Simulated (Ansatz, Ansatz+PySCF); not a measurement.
```yaml
atoms:
  - { symbol: N, position_ang: [0.0000, 0.0000, -0.1308] }
  - { symbol: H, position_ang: [0.0000, 0.0000, 0.9159] }
  - { symbol: H, position_ang: [30.0000, 0.0000, -2.9815] }
  - { symbol: F, position_ang: [30.0000, 0.0000, 0.3313] }
```

Basis set: 6-31G (spherical functions). Left uncorrelated: 2 orbitals. Charge 0, multiplicity 3.

Computed with Ansatz (development build ahead of 0.2.0); each method stands on the lowest determinant of its kind that the runs found.

(1) Give the atomization energy at this shape (free ground-state atoms in the same class of orbitals less the molecule, no zero-point energy) of triplet NH₂F in separate pieces by UHF-CCSD(T), UHF-MP2, UHF.

Results:

(1)

```
     method  atomization energy
UHF-CCSD(T)        249.5 kJ/mol
    UHF-MP2        233.7 kJ/mol
        UHF        156.6 kJ/mol
```

Caution: the shape is not the minimum; the unrestricted determinant is a mixture of spin states.

This basis has no polarisation functions and is too small for such energies, which can lie far from measured ones in either direction.
